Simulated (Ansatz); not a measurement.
Consider the formal exchange of groups at the Al–C bond: `[CH3][Al]([C]#N)[C]#N` + CH₄ → `[CH3][Al]([CH3])[C]#N` + `C#N`.

Program: Ansatz. Geometries: PBE0-D4/def2-TZVP. ΔE: electronic, gas phase. CCSD(T)/CBS is the MP2 limit (def2-TZVPP, def2-QZVPP) plus CCSD(T) − MP2 in def2-TZVPP, frozen cores. This one scheme is used for every species. Functionals use def2-TZVPP.

| level | ΔE (kcal/mol) |
| --- | --- |
| r2SCAN0-D4 | 16.0 |
| r2SCANh | 16.2 |
| CAM-B3LYP | 16.3 |
| SCS-MP2/def2-TZVPP | 17.4 |

**Question.** What does CCSD(T)/CBS give? (An estimate is asked.)

**Answer.** The calculation gave: +16.1 kcal/mol. The listed levels differ from it by -0.1, 0.1, 0.2, 1.3 kcal/mol.

Largest T1 diagnostic among the species: 0.014.

Leaving LDA and LC-ωPBE aside and taking each functional with its dispersion term where it has one, the values, not all of them listed here, spread over 2.4 kcal/mol, from PBE-D4 to B97M-V. LDA lies −1.8 kcal/mol from PBE without D4. In def2-TZVPP, CCSD(T) changes the Hartree–Fock value by −1.9 kcal/mol (the triples alone add +0.0 kcal/mol) and MP2 by −1.4 kcal/mol. At CCSD(T), def2-SVP lies +1.4 kcal/mol from the extrapolated value and def2-TZVPP +0.4 kcal/mol.
